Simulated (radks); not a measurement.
Neutral manganese, 25 electrons, occupied as [Ar] 3d5 4s2.

Method: non-relativistic Kohn-Sham, LDA (Slater exchange, Perdew-Wang correlation), spin-polarised, spherical densities, point nucleus; open shells are filled with parallel spins first; computed with a radial shooting solver on a logarithmic mesh with Libxc functionals.

Energy parts (hartree):
| part | energy |
|---|---|
| total | -1148.63410 |
| kinetic | 1147.20589 |
| electron-nucleus | -2732.06395 |
| Hartree | 485.84782 |
| exchange-correlation | -49.62386 |

Orbitals (lengths in bohr, moments of r in powers of bohr; <r^-3> diverges for s and p1/2):
\begin{tabular}{lrrrrr}
orbital & occ. & eigenvalue (hartree) & <1/r> & <r^-3> & <r> \\ \hline
1s up & 1 & -233.6579 & 24.48 & - & 0.06167 \\
1s down & 1 & -233.6573 & 24.48 & - & 0.06167 \\
2s up & 1 & -26.86395 & 5.204 & - & 0.2834 \\
2s down & 1 & -26.77981 & 5.214 & - & 0.2829 \\
2p up & 3 & -23.05440 & 5.161 & 403.1 & 0.2489 \\
2p down & 3 & -22.99010 & 5.170 & 404.6 & 0.2483 \\
3s up & 1 & -3.12996 & 1.641 & - & 0.8612 \\
3s down & 1 & -2.94826 & 1.632 & - & 0.8652 \\
3p up & 3 & -2.04406 & 1.518 & 50.00 & 0.9074 \\
3p down & 3 & -1.86643 & 1.506 & 49.06 & 0.9151 \\
3d up & 5 & -0.31495 & 1.150 & 4.175 & 1.183 \\
3d down & 0 & -0.16064 & 1.072 & 3.715 & 1.339 \\
4s up & 1 & -0.20578 & 0.4331 & - & 3.019 \\
4s down & 1 & -0.16884 & 0.3950 & - & 3.278 \\
\end{tabular}

The highest occupied level is 4s down at -4.594 eV. The density falls to 0.001 e/bohr^3 at r = 4.56 bohr. Virial ratio -V/T = 2.00124. The spin density at the nucleus is 0.075 e/bohr^3 (1s -0.052, 2s -1.693, 3s 0.801, 4s 1.019), a Fermi contact field of 3.93 T.
